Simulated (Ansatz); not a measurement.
Consider the cleavage of the Ge–Si bond: `CO[SiH](F)[GeH3]` + `N[SiH2]F` → `F[SiH2][NH][GeH3]` + `CO[SiH2]F`.

Gas-phase electronic energies from Ansatz, PBE0-D4/def2-TZVP geometries. CCSD(T)/CBS adds triple-zeta CCSD(T) − MP2 to the extrapolated MP2 energy (def2 sets, frozen cores). Functionals use def2-TZVPP. B3LYP here is the variant with VWN-RPA as its local correlation; programs differ in this. For Ge outer-core shells are correlated without core-valence functions, which leaves a few kJ/mol of doubt a bond. Scalar relativity is left out up to krypton. One conformer a species, not always the lowest.

`CO[SiH](F)[GeH3]`:

```xyz
12

C     0.509    1.158    1.927
O     0.535    0.623    0.618
Si   -0.670   -0.232   -0.063
F    -1.935    0.713   -0.348
Ge    0.157   -1.081   -2.119
H     1.537    1.326    2.248
H    -0.027    2.111    1.942
H     0.028    0.470    2.632
H    -1.163   -1.257    0.897
H     1.327   -2.042   -1.854
H    -0.947   -1.853   -2.860
H     0.648    0.063   -3.019
```

`N[SiH2]F`:

Cartesian coordinates in Å:
```
N 0.923 -0.221 -0.443
Si -0.541 0.252 0.270
F -1.532 -0.958 0.629
H 1.679 -0.608 0.097
H 0.982 -0.487 -1.412
H -1.274 1.101 -0.694
H -0.238 0.921 1.554
```

`F[SiH2][NH][GeH3]`:

Z-matrix (Å, degrees):
```
Si
N 1 1.698
F 1 1.604 2 113.4
H 1 1.481 2 109.6 3 117.9
H 1 1.480 2 108.7 3 -117.4
Ge 2 1.846 1 127.4 3 83.5
H 2 1.010 1 117.0 3 -84.5
H 6 1.538 2 108.9 1 132.3
H 6 1.533 2 106.0 1 12.6
H 6 1.539 2 110.6 1 -107.5
```

`CO[SiH2]F`:

Z-matrix (Å, degrees):
```
C
O 1 1.412
H 1 1.094 2 110.6
H 1 1.091 2 108.3 3 119.2
H 1 1.096 2 111.7 3 -121.3
Si 2 1.623 1 125.2 3 82.5
F 6 1.598 2 111.1 1 -70.1
H 6 1.474 2 106.8 1 172.1
H 6 1.483 2 110.6 1 47.2
```

```
             level  ΔE (eV)
           PBE0-D4     0.11
            revPBE     0.17
              BLYP     0.08
             B3LYP     0.04
             BHLYP    -0.04
RPA@PBE/def2-TZVPP    -0.11
    MP2/def2-TZVPP    -0.12
SCS-MP2/def2-QZVPP    -0.14
```

What does CCSD(T)/CBS give? (An estimate is asked.)

The calculation gave: -0.02 eV. The listed levels differ from it by 0.13, 0.19, 0.10, 0.06, -0.02, -0.09, -0.10, -0.12 eV.

Largest T1 diagnostic among the species: 0.012.

From PBE to PBE0 (25 % exact exchange), in def2-TZVPP and without D4, ΔE moves by −0.06 eV. In def2-TZVPP, CCSD(T) changes the Hartree–Fock value by +0.12 eV (the triples alone add +0.01 eV) and MP2 by +0.07 eV. At CCSD(T), def2-SVP lies −0.12 eV from the extrapolated value and def2-TZVPP −0.05 eV.

CCSD(T)/CBS has its own doubt, a few kJ/mol and more with outer-core shells, so smaller differences from it don't rank the levels.
